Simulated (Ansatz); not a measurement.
`[OH][Sn][Cl]` + NH₃ → `[NH2][Sn][OH]` + HCl at 400 K and 1 bar (ligand exchange at the Sn–Cl bond).

Isolated molecules relaxed with PBE0-D4/def2-TZVP in Ansatz; ΔE leaves out vibrations. CCSD(T)/CBS adds triple-zeta CCSD(T) − MP2 to the extrapolated MP2 energy (def2 sets, frozen cores). This one scheme is used for every species. Elements past krypton have def2 core potentials. For Sn outer-core shells are correlated without core-valence functions, which leaves a few kJ/mol of doubt a bond. One conformer a species, not always the lowest.

```csv
species,CCSD(T)/CBS energy (Eh),H − E (kJ/mol),S (J/(mol·K))
`[OH][Sn][Cl]`,-749.66523,57.1,323.3
NH₃,-56.50880,104.2,203.1
`[NH2][Sn][OH]`,-345.75638,122.6,330.0
HCl,-460.38127,29.6,195.4
```

H − E and S are ideal-gas, rigid-rotor, harmonic terms from PBE0-D4/def2-TZVP, for one conformer and one mirror image of each species. 1 Eh = 2625.50 kJ/mol, R = 8.31446 J/(mol·K).

Problem. By hand: ΔE, ΔH, ΔS and ΔG.

Solution. ΔE = (-345.75638) + (-460.38127) − (-749.66523) − (-56.50880) = 0.03638 Eh = 95.5 kJ/mol. Δ(H − E) = 122.6 + 29.6 − 57.1 − 104.2 = -9.1, so ΔH = 86.4 kJ/mol. ΔS = 330.0 + 195.4 − 323.3 − 203.1 = -1.0 J/(mol·K). ΔG = 86.4 − 400 × (-1.0)/1000 = 86.8 kJ/mol.

Problem. By hand: the equilibrium constant, and the temperature at which ΔG would vanish if ΔH and ΔS stayed fixed.

Solution. log₁₀ K = −ΔG/(RT ln 10) = -11.3. ΔH and −TΔS have one sign here, so there is no such temperature. One of them is within its doubt of zero, so this could turn.

The number of gas molecules stays the same, so ΔS is small and ΔH decides. A doubt of 5 kJ/mol in ΔE shifts log₁₀ K by 0.7 here. Other conformers and mirror images would add mixing entropy, several J/(mol·K) or more a flexible species. These are equilibria of isolated gas molecules and say nothing of rates. Largest T1 diagnostic: 0.017 (customary marks: 0.02 for closed shells, 0.045 for open ones).
